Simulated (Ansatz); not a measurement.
```yaml
crystal:
  periodic: [false, false, false]
  atoms:
    - {symbol: C, position_ang: [-14.951196, 2.831043, 1.838193]}
    - {symbol: Si, position_ang: [-14.652127, 1.056053, 1.262956]}
    - {symbol: C, position_ang: [-15.523306, 0.725632, -0.380929]}
    - {symbol: C, position_ang: [-15.220414, -0.175967, 2.578794]}
    - {symbol: C, position_ang: [-12.830924, 0.838733, 1.006375]}
    - {symbol: C, position_ang: [-11.610862, 0.702593, 0.845894]}
    - {symbol: C, position_ang: [-10.226396, 0.548058, 0.663500]}
    - {symbol: C, position_ang: [-9.168251, 1.153062, 1.353508]}
    - {symbol: N, position_ang: [-7.916815, 0.815676, 0.962294]}
    - {symbol: C, position_ang: [-7.936293, -0.055058, -0.036006]}
    - {symbol: C, position_ang: [-6.754896, -0.594117, -0.658075]}
    - {symbol: C, position_ang: [-6.616114, -1.508568, -1.706736]}
    - {symbol: N, position_ang: [-5.351958, -1.823184, -2.071342]}
    - {symbol: C, position_ang: [-4.465041, -1.172678, -1.328570]}
    - {symbol: C, position_ang: [-3.040699, -1.317042, -1.498584]}
    - {symbol: C, position_ang: [-2.391223, -2.130517, -2.432777]}
    - {symbol: N, position_ang: [-1.038456, -2.107079, -2.410190]}
    - {symbol: C, position_ang: [-0.579563, -1.289291, -1.474656]}
    - {symbol: C, position_ang: [0.816872, -1.061684, -1.218502]}
    - {symbol: C, position_ang: [1.455972, -0.243309, -0.282721]}
    - {symbol: N, position_ang: [2.810194, -0.253276, -0.299075]}
    - {symbol: C, position_ang: [3.271585, -1.070493, -1.237689]}
    - {symbol: C, position_ang: [4.669246, -1.291375, -1.496974]}
    - {symbol: C, position_ang: [5.292278, -2.113363, -2.441922]}
    - {symbol: N, position_ang: [6.644032, -2.111836, -2.446136]}
    - {symbol: C, position_ang: [7.124510, -1.297215, -1.514559]}
    - {symbol: C, position_ang: [8.538152, -1.103561, -1.298406]}
    - {symbol: C, position_ang: [9.570884, -1.724355, -2.013107]}
    - {symbol: N, position_ang: [10.832997, -1.403851, -1.651349]}
    - {symbol: C, position_ang: [10.845814, -0.531688, -0.652944]}
    - {symbol: C, position_ang: [11.991414, 0.010728, -0.035471]}
    - {symbol: C, position_ang: [12.990429, 0.491863, 0.512695]}
    - {symbol: Si, position_ang: [14.534941, 1.167476, 1.286754]}
    - {symbol: C, position_ang: [15.048010, 0.003787, 2.684098]}
    - {symbol: C, position_ang: [15.862931, 1.233683, -0.054407]}
    - {symbol: C, position_ang: [14.157541, 2.893745, 1.954171]}
    - {symbol: S, position_ang: [9.223490, -0.050935, -0.096033]}
    - {symbol: S, position_ang: [5.891353, -0.469010, -0.560002]}
    - {symbol: S, position_ang: [2.018829, -1.892274, -2.174824]}
    - {symbol: S, position_ang: [-1.847861, -0.477407, -0.540258]}
    - {symbol: S, position_ang: [-5.170877, -0.109653, -0.107549]}
    - {symbol: S, position_ang: [-9.556873, -0.518644, -0.561778]}
    - {symbol: H, position_ang: [-16.033227, 3.004981, 2.013206]}
    - {symbol: H, position_ang: [-14.412068, 3.038204, 2.784634]}
    - {symbol: H, position_ang: [-14.603042, 3.559569, 1.078441]}
    - {symbol: H, position_ang: [-16.620346, 0.851147, -0.268508]}
    - {symbol: H, position_ang: [-15.174748, 1.427475, -1.165199]}
    - {symbol: H, position_ang: [-15.330257, -0.307448, -0.734266]}
    - {symbol: H, position_ang: [-15.028375, -1.219367, 2.256718]}
    - {symbol: H, position_ang: [-14.687036, -0.009383, 3.536373]}
    - {symbol: H, position_ang: [-16.308943, -0.067682, 2.766780]}
    - {symbol: H, position_ang: [-9.322994, 1.868037, 2.173958]}
    - {symbol: H, position_ang: [-7.468204, -1.968199, -2.230729]}
    - {symbol: H, position_ang: [-2.938884, -2.757672, -3.149639]}
    - {symbol: H, position_ang: [0.921108, 0.388205, 0.443096]}
    - {symbol: H, position_ang: [4.742332, -2.741719, -3.159535]}
    - {symbol: H, position_ang: [9.376407, -2.436471, -2.827156]}
    - {symbol: H, position_ang: [15.245075, -1.016679, 2.298258]}
    - {symbol: H, position_ang: [14.255388, -0.067867, 3.455915]}
    - {symbol: H, position_ang: [15.973567, 0.373143, 3.172844]}
    - {symbol: H, position_ang: [15.558620, 1.903763, -0.883500]}
    - {symbol: H, position_ang: [16.818180, 1.612780, 0.364490]}
    - {symbol: H, position_ang: [16.047181, 0.226027, -0.478410]}
    - {symbol: H, position_ang: [13.362799, 2.859496, 2.726463]}
    - {symbol: H, position_ang: [15.065817, 3.334742, 2.414987]}
    - {symbol: H, position_ang: [13.820303, 3.570214, 1.143135]}
basis:
  gaussian: {orbitals: 6-31G, fitting: {mean_field: def2-universal-jkfit}}
total_charge: -1
magnetization: {spin_polarized: false, initial_magnetization: 1}
hamiltonian: {xc: {name: RPBE}}
scf: {lower_state_search: full}
```

```sh
$ ansatz run in.yaml --threads 4 --pin off --events-out ev --progress --plain --max-ram 66560MiB --backend cuda --devices 0, --max-vram 37GiB
```

Output, abridged:

```
Functional definition: RPBE
4018 factors; integrals over basis functions are off by at most 4.4e-2 eV
mean field evaluation 1: about -119044.6059 eV, gradient 1.6e2 eV
mean field evaluation 2: about -119044.5612 eV, gradient 1.6e2 eV
mean field evaluation 4: about -115956.7352 eV, gradient 5.5e2 eV
mean field evaluation 8: about -119110.0681 eV, gradient 6.5e0 eV
mean field evaluation 16: about -118571.9599 eV, gradient 4.0e2 eV
mean field evaluation 32: about -119107.7480 eV, gradient 7.1e0 eV
mean field evaluation 64: about -119036.5357 eV, gradient 1.6e2 eV
mean field evaluation 96: about -118524.6670 eV, gradient 4.1e2 eV
mean field evaluation 128: about -119033.4336 eV, gradient 6.1e1 eV
mean field evaluation 160: about -118873.6490 eV, gradient 1.4e2 eV
mean field evaluation 192: about -119110.0763 eV, gradient 6.5e0 eV
mean field -119110.87234396 eV, -4377.2438223913 hartree, gradient 6.7e-5 eV, S^2 0.750000; 13 other end points of the search recorded, 0 dependent functions left out
reference -119110.87245548 eV, -4377.2438264897 hartree; 180, 179 occupied and 278, 279 virtual orbitals, 4018 factors
Total energy: -119110.87245548 eV, -4377.2438264897 hartree
```

Hardware: 4 threads of AMD EPYC 7R13 on a shared host and a share (37 GiB) of an NVIDIA H100 80GB HBM3. Wall time 40 s.

The highest occupied level of an anion often lies above zero with these methods, and sets without diffuse functions describe the outer electron poorly.

With spin_polarized false and unpaired electrons the run is restricted open-shell.
